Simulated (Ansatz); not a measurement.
Cost and result for the atomization energy of CH₅F₂NOSi (`NC(F)(F)O[SiH3]`) (11 atoms, 10 bonds).

Cartesian coordinates in Å:
```
N -1.233 -1.592 0.258
C -0.776 -0.276 0.154
F -1.259 0.282 -0.991
F -1.272 0.546 1.142
O 0.569 -0.235 0.186
Si 1.516 1.001 -0.423
H -0.729 -2.087 0.980
H -2.228 -1.623 0.428
H 2.854 0.730 0.144
H 1.004 2.318 0.023
H 1.554 0.937 -1.902
```

Total charge 0; spin multiplicity 1. Geometry: relaxed with PBE0-D4/def2-TZVP. It is one conformer, not always the lowest. Program: Ansatz. All runs use 4 threads of an AMD EPYC 9R45 on a shared host. Times are those of one run each, without the atoms' runs, and a repeat can differ threefold. Electronic energies, without spin–orbit coupling; frozen cores. CCSD(T)/CBS adds CCSD(T) − MP2 in def2-TZVPP to the MP2 limit, and its time is that of the two runs behind it. T1 = 0.012. B3LYP takes the VWN-RPA correlation (the form of Gaussian; ORCA's B3LYP/G).

CCSD(T)/CBS is a level of theory with its own doubt, some kJ/mol a heavy atom from the limit and from the frozen cores, so smaller differences don't rank the functionals.

```json
{"level": "PBE-D4/def2-TZVPP (with forces)", "functions": "267", "wall time": "1.1 s", "atomization (kcal/mol)": "982.6", "difference from CCSD(T)/CBS": "22.1", "per bond": "2.2"}
{"level": "PBE0-D4/def2-TZVPP", "functions": "267", "wall time": "1.4 s", "atomization (kcal/mol)": "955.6", "difference from CCSD(T)/CBS": "-4.9", "per bond": "-0.5"}
{"level": "r2SCAN-D4/def2-TZVPP (with forces)", "functions": "267", "wall time": "1.8 s", "atomization (kcal/mol)": "960.7", "difference from CCSD(T)/CBS": "0.2", "per bond": "0.0"}
{"level": "B3LYP-D4/def2-TZVPP (with forces)", "functions": "267", "wall time": "2 s", "atomization (kcal/mol)": "957.1", "difference from CCSD(T)/CBS": "-3.4", "per bond": "-0.3"}
{"level": "B2PLYP/def2-TZVPP", "functions": "267", "wall time": "2.5 s", "atomization (kcal/mol)": "947.9", "difference from CCSD(T)/CBS": "-12.6", "per bond": "-1.3"}
{"level": "ωB97X-V/def2-TZVPP", "functions": "267", "wall time": "3.2 s", "atomization (kcal/mol)": "966.7", "difference from CCSD(T)/CBS": "6.2", "per bond": "0.6"}
{"level": "ωB97M-V/def2-TZVPP (with forces)", "functions": "267", "wall time": "4.5 s", "atomization (kcal/mol)": "965.0", "difference from CCSD(T)/CBS": "4.5", "per bond": "0.5"}
{"level": "MP2/def2-QZVPP", "functions": "505", "wall time": "9.5 s", "atomization (kcal/mol)": "972.8", "difference from CCSD(T)/CBS": "12.3", "per bond": "1.2"}
{"level": "CCSD(T)/def2-TZVPP", "functions": "267", "wall time": "92 s", "atomization (kcal/mol)": "930.9", "difference from CCSD(T)/CBS": "-29.6", "per bond": "-3.0"}
{"level": "CCSD(T)/CBS(def2)", "functions": "–", "wall time": "100 s", "atomization (kcal/mol)": "960.5", "difference from CCSD(T)/CBS": "0.0", "per bond": "0.0"}
```

In def2-TZVPP, CCSD(T) changes the Hartree–Fock value by +271.1 kcal/mol (the triples alone add +16.6 kcal/mol) and MP2 by +295.5 kcal/mol; breaking electron pairs costs correlation energy, which Hartree–Fock lacks. The D4 term adds +7.9 kcal/mol with B3LYP and +4.2 kcal/mol with PBE0; it sums over pairs of atoms, weighted by their polarisabilities, and B3LYP, whose exchange is more repulsive, gets the larger term. From PBE to PBE0 (25 % exact exchange), in def2-TZVPP and without D4, the atomization energy moves by −26.2 kcal/mol: exact exchange takes away binding that semilocal exchange gives to molecules.
